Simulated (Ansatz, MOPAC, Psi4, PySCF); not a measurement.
Pair of molecules: CH4 (SMILES C) (first 5 atoms) with Si2H6 (SMILES [SiH3][SiH3]); geometry from B3LYP-D3(BJ)/def2-TZVP, rigid monomers moved along the line of their centres of mass till C1···Si7 is 4.47 Å.
(charge 0, multiplicity 1):
```tsv
atom	x (Å)	y (Å)	z (Å)
C	0.0554	-0.1260	0.0464
H	-0.3725	-1.0483	0.4367
H	-0.5348	0.7218	0.3915
H	1.0800	-0.0225	0.3998
H	0.0467	-0.1546	-1.0423
Si	1.0456	0.4840	4.7499
Si	-1.1399	-0.2656	4.3535
H	1.7739	-0.4943	5.5944
H	1.0161	1.7878	5.4570
H	1.7853	0.6532	3.4769
H	-1.1231	-1.5771	3.6624
H	-1.8803	0.7064	3.5141
H	-1.8587	-0.4207	5.6422
```

Interaction energies are E(AB) − E(A) − E(B) at the monomers' geometry in the complex; basis-set methods are counterpoise corrected. Rows marked so take none.

Cores are frozen in the correlated methods. Rows in 6-31G* carry no dispersion term and start afresh at each structure (6-31G* with six Cartesian d functions). MP2/6-31G* freezes PySCF's default core. The state that PM7 reach isn't checked; PM7 holds dispersion and hydrogen-bond terms.

Codes used: Ansatz (Gaussian basis) for Hartree–Fock, density functionals and correlated methods; MOPAC for PM7 (differences of heats of formation); Psi4 for SAPT; PySCF for 6-31G* rows, the dispersion terms. Values without a source in brackets are computed.

| level | interaction energy (meV) |
|---|---|
| PM7 | -19.1 |
| B3LYP/6-31G* (no counterpoise) | -0.5 |
| B3LYP-D4/def2-TZVPPD | -29.3 |
| PBE0-D4/def2-TZVPPD | -37.8 |
| M06-2X/6-31G* (no counterpoise) | -30.7 |
| wB97X-V/def2-TZVPPD | -31.5 |
| MP2/6-31G* (no counterpoise) | -23.4 |
| SCS-MP2/aug-cc-pV(D+d)Z | -20.1 |
| SAPT0/jun-cc-pV(D+d)Z | … |

**Question.** Some entries are withheld; supply them.

**Answer.** 
- SAPT0/jun-cc-pV(D+d)Z, interaction energy (meV): -18.3

Ansatz is a quantum-chemistry and plane-wave program.
